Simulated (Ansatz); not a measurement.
Consider the ligand exchange at a B–C bond: `OB/C=N/CS` + HCl → `OBCl` + `C=NCS`.

Calculated with Ansatz (gas phase, PBE0-D4/def2-TZVP geometries, no zero-point term in ΔE). CCSD(T)/CBS adds triple-zeta CCSD(T) − MP2 to the extrapolated MP2 energy (def2 sets, frozen cores). This one scheme is used for every species. DFT in def2-TZVPP. B3LYP here is the variant with VWN-RPA as its local correlation; programs differ in this. One conformer a species, not always the lowest.

Problem. Is it downhill or uphill in electronic energy at CCSD(T)/CBS, and by how much? (Estimate.)

Solution. The calculation gave: Downhill: ΔE = -83.6 kJ/mol.

Problem. What do these levels give: PBE-D4, r2SCAN-D4, B3LYP-D4, ωB97X-V, PBE, r2SCAN, B3LYP, MP2/def2-TZVPP, SCS-MP2/def2-TZVPP, CCSD(T)/def2-TZVPP, HF/CBS(def2), CCSD/CBS(def2)? (Best estimate.)

Solution. The calculation gave: PBE-D4 -84.2, r2SCAN-D4 -88.2, B3LYP-D4 -84.0, ωB97X-V -86.1, PBE -85.8, r2SCAN -89.0, B3LYP -86.2, MP2/def2-TZVPP -87.3, SCS-MP2/def2-TZVPP -86.0, CCSD(T)/def2-TZVPP -83.2, HF/CBS(def2) -90.7, CCSD/CBS(def2) -83.9 kJ/mol.

Largest T1 diagnostic among the species: 0.013.

In def2-TZVPP, CCSD(T) changes the Hartree–Fock value by +7.9 kJ/mol (the triples alone add +0.4 kJ/mol) and MP2 by +3.8 kJ/mol.
